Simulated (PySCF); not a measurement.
Si(CCH)(H)2(Me) (C3H6Si), SMILES C(#C)[SiH2]C. The structure is a stationary point at r2SCAN-D4/def2-SVP.

Problem. Give the equilibrium geometry at r2SCAN-D4/def2-SVP (PySCF confirms it by a frequency run) as a Z-matrix, and its point group. (The exact figures need the calculation; the answer reports its results.)

Solution. point group Cs.
```
Si
H 1 1.4938
H 1 1.4938 2 108.37
C 1 1.8378 2 108.34 3 -117.34
C 4 1.2214 2 148.94 1 178.35
H 5 1.0757 2 158.36 1 179.12
C 1 1.8751 2 110.74 3 121.65
H 7 1.1010 1 110.74 2 179.83
H 7 1.1010 8 108.10 1 121.48
H 7 1.1016 8 108.25 9 117.04
```
Charge 0, spin multiplicity 1.
